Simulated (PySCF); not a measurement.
Br2Mn, neutral, multiplicity 6. Atoms are numbered in the order given.

```xyz
3

Mn     0.0000     0.0000     0.0000
Br     0.0000     0.0000    -2.3295
Br     0.0000     0.0000     2.3295
```
Charge 0, spin multiplicity 6.

Geometry optimised at PBE0-D3(BJ)/def2-SVP. The multiplicity is an assumed one; other spin states were not compared.

Calculation: PBE/def2-TZVPD in PySCF.

Mulliken values depend strongly on the basis, most of all with diffuse functions as here. ESP charges are fitted to the potential on shells at 1.4 to 2.0 van der Waals radii. Atomic charges (e):

```
atom  Mulliken  ESP fit  meta-Löwdin  Mulliken spin
----  --------  -------  -----------  -------------
Mn1       0.27     0.47   (withheld)           4.95
Br2      -0.14    -0.24   (withheld)           0.02
Br3      -0.14    -0.24   (withheld)           0.02
```

### Question
What belongs in the gaps? (The exact figures need the calculation; the answer reports its results.)

### Answer

- Mn1, meta-Löwdin: 1.08
- Br2, meta-Löwdin: -0.54
- Br3, meta-Löwdin: -0.54
